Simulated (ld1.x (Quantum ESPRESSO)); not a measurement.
## Pseudopotential generation for ruthenium: ultrasoft, LDA (PZ), scalar-relativistic.

* Element: ruthenium (Ru)
* Generator: ld1.x (Quantum ESPRESSO) 7.5
* Type: ultrasoft
* Functional: LDA (PZ)
* Relativity: scalar-relativistic
* Frozen core: [Kr]
* Valence charge: 8
* Reference configuration: 4d7 5s1 5p0
* Partial waves: 5s (bound): rcut 2.65, rcutus 2.85 bohr; 5s channel at 3.95 Ry: rcut 2.65, rcutus 2.85 bohr; 5p (bound, empty): rcut 3.55, rcutus 4.25 bohr; 5p channel at 0.6 Ry: rcut 3.55, rcutus 4.25 bohr; 4d (bound): rcut 1.00, rcutus 1.25 bohr; 4d channel at 0.35 Ry: rcut 1.00, rcutus 1.25 bohr
* Local potential: all-electron potential smoothed inside 1.75 bohr (lloc = -1)
* Core correction: Bessel-smoothed model core inside 0.65 bohr
* Augmentation charge: PSQ, inside the norm-conserving radii

All-electron outer shells of the reference configuration (LDA (PZ), scalar-relativistic, ld1.x):

| shell | level (eV) | outermost node (bohr) | outermost maximum (bohr) |
| --- | --- | --- | --- |
| 4s | -76.44 | 0.48 | 0.91 |
| 4p | -46.53 | 0.49 | 0.98 |
| 4d | -5.40 | 0.48 | 1.21 |
| 5s | -4.52 | 1.24 | 2.73 |
| 5p | -1.04 | 1.41 | 3.82 |

Calculated quality:

```json
{"Cutoffs needed": "70 Ry and 110 Ry (the cutoffs (Ry, on a coarse ladder) from which the occupation-weighted sum of valence levels, in a spherical-Bessel basis at the reference potential, stays within 10 and 1 mRy of its value at 400 Ry)", "Ghost test": "ghost state, extra bound levels that the all-electron valence spectrum of the same l lacks: s at -77.9 eV; a true bound ghost makes a file unfit for plane-wave use (spherical-Bessel basis up to 400 Ry, 20 bohr box)", "Largest excitation error": "-1131 meV (all-electron minus pseudo) for 4d4 5s0 5p0, out of 7 test configurations", "Lowest eigenvalue of the overlap operator": "0.24 (p channel)", "Density cutoff estimated by the generator": "396 Ry"}
```

Generation and tests took about 3.3 s on one core of a shared server CPU.
